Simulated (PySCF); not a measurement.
C2H7BO, SMILES CBOC.

Geometry: PBE0-D3(BJ)/def2-SVP. One conformer was computed; it need not be the lowest.

Two levels are set side by side: PBE/def2-TZVP (PySCF) and HF/def2-TZVP (PySCF). Same geometry, gas phase. Differences are taken from unrounded values.

| quantity | HF |
|---|---|
| orbital gap (eV) | 15.38 |
| highest occupied level (eV) | -11.97 |
| lowest empty level (eV) | 3.41 |
| dipole moment (D) | 1.07 |
| mean polarisability (bohr³) | 41.0 |

### Question
What does PBE give, and how far is it from HF? (An estimate is asked for; the answer gives what the named calculation found.)

### Answer

| quantity | PBE | PBE minus HF |
|---|---|---|
| orbital gap (eV) | 6.11 | -9.27 |
| highest occupied level (eV) | -6.88 | 5.09 |
| lowest empty level (eV) | -0.77 | -4.18 |
| dipole moment (D) | 0.99 | -0.08 |
| mean polarisability (bohr³) | 46.6 | 5.6 |

Without exact exchange PBE keeps part of each electron's self-repulsion, which lifts occupied levels and narrows the gap. Loosely held outer electrons make PBE densities more polarisable. Differences between two approximate levels are no errors against the true value.

Rough cost on one machine, each run with all the roots and properties that it gave: HF against PBE about 1/5.
